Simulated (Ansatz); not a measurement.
Mulliken charges of `[OH][Ge]([F])([Cl])[Cl]` from ωB97M-V/def2-TZVPP in Ansatz (PBE0-D4/def2-TZVP geometry).

| atom | x (Å) | y (Å) | z (Å) | charge (e) |
| --- | --- | --- | --- | --- |
| O1 | -0.615 | 0.492 | 1.191 | -0.365 |
| Ge2 | 0.197 | 0.034 | -0.278 | 0.938 |
| F3 | 1.721 | -0.658 | 0.099 | -0.338 |
| Cl4 | -0.869 | -1.440 | -1.358 | -0.219 |
| Cl5 | 0.521 | 1.773 | -1.408 | -0.201 |
| H6 | -0.914 | -0.264 | 1.708 | 0.185 |

Q: By hand: the dipole of these point charges (1 e Å = 4.8032 D).

A: Σ q r = (-0.256, -0.015, 0.167) e Å, of length 0.306 e Å = 1.47 D.

Q: How does the dipole of the full density compare? (Best estimate.)

A: The calculation gave: (-0.259, -0.135, 0.143) e Å, 1.56 D; the point charges give 0.94 times that, at 22° from its direction.

Point charges leave out the atoms' own dipoles, such as those of lone pairs, and Mulliken's split depends on the basis, so the two needn't agree.
